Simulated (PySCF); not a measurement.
CH3AlCl, SMILES [Cl][Al][CH3], multiplicity 2. Atoms are numbered in the order given.

```xyz
6

Al     0.7130    -0.4440     0.0000
C     -0.4859    -1.9974     0.0000
H     -1.1299    -1.9463    -0.8842
H     -1.1299    -1.9463     0.8842
H      0.0411    -2.9527     0.0000
Cl    -0.2432     1.4472     0.0000
```
Charge 0, spin multiplicity 2.

Geometry optimised at ωB97X-D3(BJ)/def2-TZVP. The spin state was assumed, not searched. The isomer is the one that the SMILES or the coordinates give; other isomers of the formula were not compared.

Computed with TDA-LC-ωPBE/def2-SVPD run with PySCF.

Vertical excitations. 

Give excitation energies, oscillator strengths and character. (Estimate from the structure and the level; the computed values follow.)


```csv
state,energy (eV),λ (nm),f,main pairs
root 1,2.69,462,0.045,α HOMO→LUMO 97 %
root 2,5.22,238,0.148,α HOMO→LUMO+2 84 %
root 3,5.31,234,0.015,"α HOMO→LUMO+1 13 %, α HOMO→LUMO+3 10 %, β HOMO→LUMO 62 %"
root 4,5.85,212,0.077,"α HOMO→LUMO+1 64 %, β HOMO→LUMO 21 %"
root 5,5.99,207,0.228,"α HOMO→LUMO+3 69 %, α HOMO→LUMO+1 14 %"
root 6,6.24,199,0.010,β HOMO−2→LUMO 81 %
root 7,6.26,198,0.002,"α HOMO−1→LUMO 14 %, β HOMO−1→LUMO 68 %"
root 8,6.28,198,0.005,"α HOMO−1→LUMO 29 %, α HOMO−3→LUMO 10 %, β HOMO→LUMO+1 28 %, β HOMO−1→LUMO 21 %"
root 9,6.94,179,0.042,"α HOMO−1→LUMO 48 %, β HOMO→LUMO+1 41 %"
root 10,6.94,179,0.011,"α HOMO−2→LUMO 71 %, β HOMO−1→LUMO+1 16 %"
```
Unrestricted roots are not spin-pure.
